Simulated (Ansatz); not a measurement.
Reaction (redistribution): `N[SiH2]N` + `N[CH2][GeH2][SiH3]` → `N[SiH](N)[SiH3]` + `N[CH2][GeH3]`

Isolated molecules relaxed with PBE0-D4/def2-TZVP in Ansatz; ΔE leaves out vibrations. CBS: MP2 limit from def2 TZ/QZ plus the TZ coupled-cluster correction, frozen cores. This one scheme is used for every species. DFT in def2-TZVPP. For Ge outer-core shells are correlated without core-valence functions, which leaves a few kJ/mol of doubt a bond. Scalar relativity is left out up to krypton. One conformer a species, not always the lowest.

```json
{"level": "PBE0-D4", "ΔE (kJ/mol)": "23.4"}
{"level": "ωB97X-V", "ΔE (kJ/mol)": "25.3"}
{"level": "PBE0", "ΔE (kJ/mol)": "23.4"}
{"level": "HF/def2-TZVPP", "ΔE (kJ/mol)": "29.1"}
{"level": "SCS-MP2/def2-TZVPP", "ΔE (kJ/mol)": "31.5"}
{"level": "CCSD/def2-TZVPP", "ΔE (kJ/mol)": "29.1"}
{"level": "CCSD(T)/def2-TZVPP", "ΔE (kJ/mol)": "28.6"}
{"level": "MP2/def2-QZVPP", "ΔE (kJ/mol)": "31.7"}
```

Q: What does CCSD(T)/CBS give? (Estimate.)

A: Ansatz gave: +27.9 kJ/mol. The listed levels differ from it by -4.5, -2.6, -4.5, 1.2, 3.6, 1.2, 0.7, 3.8 kJ/mol.

Largest T1 diagnostic among the species: 0.011.
